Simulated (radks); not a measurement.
The numbers below are computed, except where a source is named.
Radial electron density D(r) = 4 pi r^2 rho(r) of an atom or ion with 8 electrons. Level of theory: scalar-relativistic Kohn-Sham, PBE, spin-unpolarised, spherical densities, point nucleus (a radial shooting solver on a logarithmic mesh with Libxc functionals).

| r (bohr) | D(r) (e/bohr) |
|---|---|
| 0.004173 | 0.2242 |
| 0.004593 | 0.2687 |
| 0.005097 | 0.3266 |
| 0.00561 | 0.3905 |
| 0.006225 | 0.4734 |
| 0.006853 | 0.5646 |
| 0.007604 | 0.6821 |
| 0.00837 | 0.8109 |
| 0.009287 | 0.9758 |
| 0.01022 | 1.155 |
| 0.01134 | 1.383 |
| 0.01249 | 1.630 |
| 0.01385 | 1.940 |
| 0.01525 | 2.271 |
| 0.01692 | 2.685 |
| 0.01863 | 3.120 |
| 0.02067 | 3.655 |
| 0.02275 | 4.210 |
| 0.02525 | 4.879 |
| 0.02779 | 5.559 |
| 0.03083 | 6.358 |
| 0.03394 | 7.148 |
| 0.03736 | 7.976 |
| 0.04146 | 8.901 |
| 0.04563 | 9.757 |
| 0.05063 | 10.66 |
| 0.05574 | 11.44 |
| 0.06185 | 12.18 |
| 0.06808 | 12.74 |
| 0.07554 | 13.16 |
| 0.08315 | 13.35 |
| 0.09226 | 13.30 |
| 0.1016 | 13.02 |
| 0.1127 | 12.47 |
| 0.124 | 11.75 |
| 0.1376 | 10.81 |
| 0.1515 | 9.850 |
| 0.1681 | 8.819 |
| 0.1851 | 7.963 |
| 0.2053 | 7.237 |
| 0.226 | 6.820 |
| 0.2508 | 6.687 |
| 0.2761 | 6.856 |
| 0.3039 | 7.261 |
| 0.3372 | 7.875 |
| 0.3712 | 8.485 |
| 0.4118 | 9.052 |
| 0.4533 | 9.368 |
| 0.503 | 9.382 |
| 0.5537 | 9.046 |
| 0.6144 | 8.309 |
| 0.6763 | 7.342 |
| 0.7504 | 6.091 |
| 0.826 | 4.866 |
| 0.9166 | 3.591 |
| 1.009 | 2.556 |
| 1.119 | 1.649 |
| 1.232 | 1.026 |
| 1.367 | 0.5659 |
| 1.505 | 0.3007 |
| 1.67 | 0.1372 |
| 1.838 | 0.06005 |
| 2.04 | 0.02174 |
| 2.245 | 0.007533 |

What is the nuclear charge?

Answer. Z = 12. The innermost maximum, from 1s, lies near gamma/Z bohr with gamma = sqrt(1 - (Z/c)^2) = 0.996, here 0.083 bohr (found: 0.0859), and its height grows with Z. The density is that of the magnesium ion Mg4+ in [He] 2s2 2p4; the configuration itself is not fixed sharply by these data, and Z only to about a unit. D(r) has 2 maxima, at r = 0.0859, 0.479 bohr, and minima at 0.249 bohr, inside which lie 2.22 electrons.
